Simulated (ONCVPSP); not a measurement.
B: one change to an ONCV potential, before and after

| Quantity | Value |
| --- | --- |
| Element | B (Z = 5) |
| Generator | ONCVPSP 4.0.1 |
| Type | optimised norm-conserving Vanderbilt (ONCV) |
| Functional | BLYP |
| Relativity | scalar-relativistic |
| Frozen core | [He] |
| Valence charge | 3 |
| Reference configuration | 2s2 2p1 |
| Partial waves | 2s: rc 1.05 bohr, ncon 5, nbas 8, qcut 6.2 1/bohr, 2 projectors, debl 0.4 Ha; 2p: rc 3.10 bohr, ncon 4, nbas 8, qcut 4.2 1/bohr, 2 projectors, debl 3.5 Ha |
| Local potential | polynomial inside 0.80 bohr (lpopt 2, dvloc0 4 Ha) |
| Core correction | none |

Change: s: qcut 7.5; p: qcut 5.1.

Cutoffs: the cutoffs (Ha) at which the residual kinetic energy of the hardest occupied pseudo-wave falls to 1 and 0.1 mHa per electron; they do not see the model core or the augmentation charge, which bear on the density cutoff. Errors are all-electron minus pseudo energies relative to the spin-unpolarised reference configuration.

**Question.** How do hardness, ghosts and transferability respond?

**Answer.** The potential gets softer (106 Ha and 143 Ha → 63 Ha and 139 Ha); both files keep a bound ghost (s); of the 4 tests that both files solve, the error grows in 0 and shrinks in 4 by more than 15 % and 0.3 meV (median size 68.6 → 50.6 meV).

| quantity | base | changed |
| --- | --- | --- |
| cutoff, loose | 106 Ha | 63 Ha |
| cutoff, tight | 143 Ha | 139 Ha |
| loose cutoff by channel | s 106 Ha, p 5.9 Ha | s 63 Ha, p 6.9 Ha |
| bound ghosts | s | s |
| GHOST(+) flags under 300 eV | none | none |
| error for 2s2 2p0, meV [ΔE 8.17 eV] | +119 | +89 |
| error for 2s1 2p0, meV [ΔE 33.52 eV] | +381 | +299 |
| error for 2s2 2p0.5, meV [ΔE 2.86 eV] | +18 | +13 |
| error for 2s1 2p2, meV [ΔE 5.78 eV] | -14 | -5.1 |
| s: phases at 1.06 bohr within 0.05 rad from the reference energy up to (Ha; the scan ends near 5) | to the end of the scan | to the end of the scan |
| p: phases at 3.14 bohr within 0.05 rad from the reference energy up to (Ha; the scan ends near 5) | 0.5 | 0.3 |

 A true bound ghost makes a file unfit for plane-wave use even where its test errors are small: the radial tests pick states by their node count and pass the ghost by.
